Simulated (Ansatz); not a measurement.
Basis sets compared for cis-Zr(PH3)2Br4 (ZrP₂H₆Br₄). The state is a singlet with charge 0. Geometry PBE-D4/def2-SVP. Ansatz on 4 threads of Arm Neoverse V2 on a shared host; times are rough, and most runs start from earlier orbitals.

```xyz
13

Br   -2.484    2.343    0.947
Br   -1.974   -1.363    2.608
Br    1.021    1.082    2.092
Br   -2.073   -0.852   -1.255
P     0.766   -1.843    0.367
P     0.276    1.613   -1.200
Zr   -1.093    0.240    0.871
H     1.631   -2.273    1.421
H     1.770   -1.649   -0.636
H     0.298   -3.119   -0.077
H     1.368    0.962   -1.861
H     0.938    2.847   -0.909
H    -0.443    2.012   -2.370
```

In the def2 sets Zr takes a core potential; there is no spin–orbit coupling. No other spin state of charge 0 was run.

Binding counts from free atoms (Br doublet, P quartet, Zr triplet, H doublet) in the same basis, without a counterpoise term.

```csv
level,functions,energy (Eh),HOMO (eV),LUMO (eV),binding per atom (eV),wall time
PBE-D4/def2-SVP,225,-11026.9910,-6.59,-3.32,–,6.5 s
PBE0-D4/def2-SVP,225,-11027.3905,-7.79,-2.69,3.10,11 s
```

Q: Estimate the rows for PBE-D4/def2-TZVP (with forces), PBE0-D4/def2-TZVP.

A: 
| level | functions | energy (Eh) | HOMO (eV) | LUMO (eV) | binding per atom (eV) | wall time |
| --- | --- | --- | --- | --- | --- | --- |
| PBE-D4/def2-TZVP (with forces) | 342 | -11028.4854 | -6.71 | -3.46 | – | 13 s |
| PBE0-D4/def2-TZVP | 342 | -11028.8815 | -7.85 | -2.77 | 3.09 | 30 s |
